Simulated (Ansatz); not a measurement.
Cost and result for the atomization energy of Cl2F2H2Si2, SMILES `F[Si@@H](Cl)[Si@@H](F)Cl` (8 atoms, 7 bonds).

Z-matrix (Å, degrees):
```
Si
Cl 1 2.042
Si 1 2.347 2 106.3
F 1 1.594 2 108.6 3 118.7
H 1 1.479 2 108.7 3 -123.9
F 3 1.594 1 110.4 2 173.2
Cl 3 2.042 1 106.3 2 -69.2
H 3 1.479 1 114.6 2 50.9
```

Charge 0, multiplicity 1. The structure was optimised at the PBE0-D4/def2-TZVP level. It is one conformer, not always the lowest. Program: Ansatz. All runs use 4 threads of an Arm Neoverse V1 on a shared host. Times are those of one run each, without the atoms' runs, and a repeat can differ threefold. Electronic energies, without spin–orbit coupling; frozen cores. CCSD(T)/CBS adds CCSD(T) − MP2 in def2-TZVPP to the MP2 limit, and its time is that of the two runs behind it. T1 = 0.011. HSE06 is the plane-wave form, built on full-range PBE exchange.

CCSD(T)/CBS is a level of theory with its own doubt, some kJ/mol a heavy atom from the limit and from the frozen cores, so smaller differences don't rank the functionals.

```csv
level,functions,wall time,atomization (kJ/mol),difference from CCSD(T)/CBS,per bond
LDA (SPW92)/def2-TZVPP,258,1.6 s,3232.6,373.1,53.3
revPBE-D4/def2-TZVPP,258,2.6 s,2788.8,-70.7,-10.1
PBE-D4/def2-TZVPP (with forces),258,3.2 s,2864.9,5.4,0.8
PBE0-D4/def2-TZVPP,258,5 s,2815.9,-43.6,-6.2
HSE06-D4/def2-TZVPP,258,6 s,2817.4,-42.1,-6.0
CAM-B3LYP-D4/def2-TZVPP,258,6.5 s,2832.4,-27.1,-3.9
CCSD(T)/def2-SVP,110,6.5 s,2565.6,-293.9,-42.0
PBE-QIDH/def2-TZVPP,258,8 s,2819.8,-39.7,-5.7
B97M-V/def2-TZVPP,258,14 s,2869.7,10.2,1.5
ωB97M-V/def2-TZVPP (with forces),258,18 s,2851.9,-7.6,-1.1
MP2/def2-QZVPP,454,30 s,2922.7,63.2,9.0
CCSD(T)/def2-TZVPP,258,4.5 min,2756.3,-103.2,-14.7
CCSD(T)/CBS(def2),–,5 min,2859.5,0.0,0.0
```

In def2-TZVPP, CCSD(T) changes the Hartree–Fock value by +623.3 kJ/mol (the triples alone add +47.0 kJ/mol) and MP2 by +726.8 kJ/mol; breaking electron pairs costs correlation energy, which Hartree–Fock lacks. At CCSD(T), def2-SVP lies −293.8 kJ/mol from the extrapolated value and def2-TZVPP −103.2 kJ/mol: correlation converges slowly with the basis, and small sets miss more of it in the bonded molecule than in its fragments. From PBE to PBE0 (25 % exact exchange), in def2-TZVPP and without D4, the atomization energy moves by −45.4 kJ/mol: exact exchange takes away binding that semilocal exchange gives to molecules.
